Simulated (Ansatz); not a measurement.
Reaction (redistribution): `C=NB(F)[SiH3]` + `[CH3][GeH]([F])[GeH3]` → `C=NB(C)[SiH3]` + `[F][GeH]([F])[GeH3]`

Program: Ansatz. Geometries: PBE0-D4/def2-TZVP. ΔE: electronic, gas phase. CBS: MP2 limit from def2 TZ/QZ plus the TZ coupled-cluster correction, frozen cores. Functionals use def2-TZVPP. For Ge outer-core shells are correlated without core-valence functions, which leaves a few kJ/mol of doubt a bond. Scalar relativity is left out up to krypton. One conformer a species, not always the lowest.

CCSD(T)/CBS gives +35.5 kJ/mol.

Another level gave +26.2 kJ/mol. Which?
A. PBE0-D4/def2-TZVPP
B. PBE/def2-TZVPP
C. HF/def2-TZVPP
D. CCSD/def2-TZVPP

B. PBE 26.2, HF/def2-TZVPP 42.6, PBE0-D4 31.3, CCSD/def2-TZVPP 38.3 kJ/mol.

Largest T1 diagnostic among the species: 0.015.

From PBE to PBE0 (25 % exact exchange), in def2-TZVPP and without D4, ΔE moves by +5.8 kJ/mol. In def2-TZVPP, CCSD(T) changes the Hartree–Fock value by −6.4 kJ/mol (the triples alone add −2.2 kJ/mol) and MP2 by −7.8 kJ/mol.
